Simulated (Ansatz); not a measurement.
Frontier orbitals of CH6AlNSi, SMILES `[SiH3][N]1[CH2][AlH]1`.

Cartesian coordinates in Å:
```
Si 0.201 1.239 -0.936
N 0.265 -0.214 -0.042
C -0.809 -0.639 0.964
Al 0.700 -1.752 0.653
H -1.021 1.306 -1.792
H 0.168 2.434 -0.043
H 1.404 1.323 -1.808
H -0.896 0.021 1.829
H -1.789 -0.824 0.518
H 1.776 -2.894 0.657
```

Total charge 0; spin multiplicity 1. The structure was optimised at the PBE0-D4/def2-TZVP level. Basis def2-TZVPP, Ansatz 0.2.0.

```csv
functional,HOMO (eV),LUMO (eV)
BLYP,-5.49,-1.75
```

**Question.** Give HOMO and LUMO (eV) with LDA (SPW92), PBE, revPBE, r2SCAN, B97M-V, PBE0, B3LYP, r2SCANh, r2SCAN0, HSE06 (plane-wave form), BHLYP, CAM-B3LYP, LC-ωPBE, ωB97X-V, ωB97M-V, HF. (An estimate is asked.)

**Answer.** The calculation gave: 
```json
{"functional": "LDA (SPW92)", "HOMO": "-5.74", "LUMO": "-2.07"}
{"functional": "PBE", "HOMO": "-5.63", "LUMO": "-1.86"}
{"functional": "revPBE", "HOMO": "-5.58", "LUMO": "-1.76"}
{"functional": "r2SCAN", "HOMO": "-5.83", "LUMO": "-1.51"}
{"functional": "B97M-V", "HOMO": "-5.95", "LUMO": "-1.76"}
{"functional": "PBE0", "HOMO": "-6.83", "LUMO": "-1.10"}
{"functional": "B3LYP", "HOMO": "-6.61", "LUMO": "-1.31"}
{"functional": "r2SCANh", "HOMO": "-6.29", "LUMO": "-1.26"}
{"functional": "r2SCAN0", "HOMO": "-6.99", "LUMO": "-0.89"}
{"functional": "HSE06 (plane-wave form)", "HOMO": "-6.43", "LUMO": "-1.47"}
{"functional": "BHLYP", "HOMO": "-7.97", "LUMO": "-0.36"}
{"functional": "CAM-B3LYP", "HOMO": "-8.16", "LUMO": "-0.19"}
{"functional": "LC-ωPBE", "HOMO": "-9.50", "LUMO": "0.89"}
{"functional": "ωB97X-V", "HOMO": "-9.17", "LUMO": "0.77"}
{"functional": "ωB97M-V", "HOMO": "-9.09", "LUMO": "0.46"}
{"functional": "HF", "HOMO": "-9.63", "LUMO": "1.49"}
```

B3LYP here is the variant with VWN-RPA as its local correlation; programs differ in this. LC-ωPBE has ω = 0.4 bohr⁻¹. Positive LUMOs are unbound and depend on the basis.
